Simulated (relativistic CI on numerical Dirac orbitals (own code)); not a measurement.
# Ions with 44 electrons, Ru to Pr15+

Calculated at this level of theory: Dirac-Coulomb-Breit CI, KLI orbitals optimised for each configuration, model QED, valence Slater integrals scaled by 0.9, P86 correlation energy added to each configuration (own radial code, finite nucleus).

Configuration list (outside the closed core [Ar] 3d10): 4s2 4p6 4d8, 4s2 4p6 4d7 5s, 4s2 4p5 4d9, 4s2 4p6 4d7 4f, 4s 4p6 4d9, 4s2 4p6 4d7 5p, 4s2 4p5 4d8 4f. Double excitations out of closed p, d and f shells are left out; levels of such configurations are missing from the list, as are those of other unlisted configurations, and high levels can miss mixing partners.

Energies above each ion's lowest level, in cm⁻¹. Levels are followed by their leading LS label, which can pass from one level to another where the coupling changes.

```csv
Ion,4s2 4p6 4d8 3F_4,4s2 4p6 4d8 3F_3,4s2 4p6 4d8 3P_1,4s2 4p6 4d8 3P_2,4s2 4p6 4d8 3P_0,4s2 4p6 4d8 1G_4,4s2 4p6 4d8 1D_2
Ru,13101.4,14536.8,,,,,18150.0
Rh+,0.0,2230.2,12270.5,12467.4,12571.2,16135.9,9300.8
Pd2+,0.0,3058.6,15468.1,15700.2,15755.8,19245.9,11468.4
Ag3+,0.0,4021.3,18105.0,18596.0,18375.2,21903.5,13266.9
Cd4+,0.0,5129.5,20722.5,15076.8,20947.5,24448.9,
In5+,0.0,6376.6,23307.3,16899.5,23442.2,26969.9,24771.6
Sn6+,0.0,7769.4,25893.3,18775.7,25870.1,29549.1,28080.2
Sb7+,0.0,9324.3,28553.4,20790.2,28283.7,32238.5,31621.9
Te8+,0.0,11058.1,31339.9,23009.8,30715.7,35068.2,35462.9
I9+,0.0,12986.2,34287.1,25474.2,33179.5,38060.2,39656.4
Xe10+,0.0,15123.9,37420.3,28203.3,35678.3,41234.2,14247.4
Cs11+,0.0,17486.3,40760.9,31206.1,38209.6,44608.6,15160.3
Ba12+,0.0,20088.6,44328.1,34487.6,40768.5,48201.6,16004.8
La13+,0.0,22946.6,48140.3,38052.4,43348.3,52031.2,16792.2
Ce14+,0.0,26076.1,52215.3,41906.9,45941.9,56115.5,17532.7
Pr15+,0.0,29493.3,56571.1,46059.9,48542.1,60472.8,18234.8
```

In the calculation the lowest level changes from 4s2 4p6 4d7 5s 5F_5 to 4s2 4p6 4d8 3F_4 at Rh+.

Between Z = 56 and 59 the energy of 4s2 4p6 4d8 3F_3 follows a local power law Z^7.4. For orientation: electrostatic splittings inside a shell grow about linearly with the screened charge, excitations that change n as its square, and fine structure as its fourth power; written in Z itself the exponents are larger, since the screened charge grows faster in proportion.

The members near neutrality are the least accurate: they can be off by several eV, miss lower levels of configurations outside the list, or start from a wrong lowest level.
